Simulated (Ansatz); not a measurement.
Cost and result for the atomization energy of `[BH2][GaH][CH2]CCl` (12 atoms, 11 bonds).

Z-matrix (Å, degrees):
```
Ga
C 1 2.016
B 1 2.074 2 121.5
Cl 1 2.796 2 66.5 3 -92.6
H 1 1.577 2 115.6 3 173.3
C 2 1.505 1 104.3 3 71.8
H 2 1.091 1 109.4 3 -169.4
H 2 1.093 1 113.6 3 -48.1
H 3 1.200 1 121.5 2 87.7
H 3 1.198 1 122.9 2 -92.4
H 6 1.089 2 112.8 1 -83.6
H 6 1.090 2 115.7 1 149.5
```

Charge 0, multiplicity 1. Correlated methods include outer-core shells of Ga, which these sets cover unevenly. Scalar relativity is left out up to krypton. Geometry: relaxed with PBE0-D4/def2-TZVP. It is one conformer, not always the lowest. Program: Ansatz. All runs use 4 threads of an Arm Neoverse V2 on a shared host. Times are those of one run each, without the atoms' runs, and a repeat can differ threefold. Electronic energies, without spin–orbit coupling; frozen cores. CCSD(T)/CBS adds CCSD(T) − MP2 in def2-TZVPP to the MP2 limit, and its time is that of the two runs behind it. T1 = 0.012. With those shells the extrapolation isn't a true limit. B3LYP takes the VWN-RPA correlation (the form of Gaussian; ORCA's B3LYP/G). HSE06 is the plane-wave form, built on full-range PBE exchange.

CCSD(T)/CBS is a level of theory with its own doubt, some kJ/mol a heavy atom from the limit and from the frozen cores, so smaller differences don't rank the functionals.

```csv
level,functions,wall time
LDA (SPW92)/def2-TZVPP,281,1.8 s
BLYP-D4/def2-TZVPP,281,3 s
PBE-D4/def2-TZVPP (with forces),281,3.6 s
HSE06-D4/def2-TZVPP,281,5.5 s
CAM-B3LYP-D4/def2-TZVPP,281,6 s
B3LYP-D4/def2-TZVPP (with forces),281,8 s
r2SCANh-D4/def2-TZVPP,281,8.5 s
ωB97X-V/def2-TZVPP,281,11 s
CCSD(T)/def2-SVP,127,13 s
ωB97M-V/def2-TZVPP (with forces),281,18 s
MP2/def2-QZVPP,540,38 s
CCSD(T)/def2-TZVPP,281,5.9 min
CCSD(T)/CBS(def2),–,6.5 min
```

(1) What atomization energy does each give, and how far from CCSD(T)/CBS? (Best estimate.)

Answers

(1) Computed: 
```csv
level,atomization (kcal/mol),difference from CCSD(T)/CBS,per bond
LDA (SPW92)/def2-TZVPP,1070.1,128.1,11.7
BLYP-D4/def2-TZVPP,931.2,-10.8,-1.0
PBE-D4/def2-TZVPP (with forces),955.3,13.3,1.2
HSE06-D4/def2-TZVPP,947.3,5.3,0.5
CAM-B3LYP-D4/def2-TZVPP,943.3,1.3,0.1
B3LYP-D4/def2-TZVPP (with forces),938.9,-3.1,-0.3
r2SCANh-D4/def2-TZVPP,944.6,2.6,0.2
ωB97X-V/def2-TZVPP,945.5,3.5,0.3
CCSD(T)/def2-SVP,897.5,-44.5,-4.0
ωB97M-V/def2-TZVPP (with forces),943.9,1.9,0.2
MP2/def2-QZVPP,944.4,2.4,0.2
CCSD(T)/def2-TZVPP,922.9,-19.1,-1.7
CCSD(T)/CBS(def2),942.0,0.0,0.0
```

The D4 term adds +10.9 kcal/mol with B3LYP and +5.8 kcal/mol with PBE0; it sums over pairs of atoms, weighted by their polarisabilities, and B3LYP, whose exchange is more repulsive, gets the larger term. In def2-TZVPP, CCSD(T) changes the Hartree–Fock value by +215.5 kcal/mol (the triples alone add +12.5 kcal/mol) and MP2 by +225.9 kcal/mol; breaking electron pairs costs correlation energy, which Hartree–Fock lacks. From r2SCAN to r2SCAN0 (25 % exact exchange), in def2-TZVPP and without D4, the atomization energy moves by −9.5 kcal/mol: exact exchange takes away binding that semilocal exchange gives to molecules.
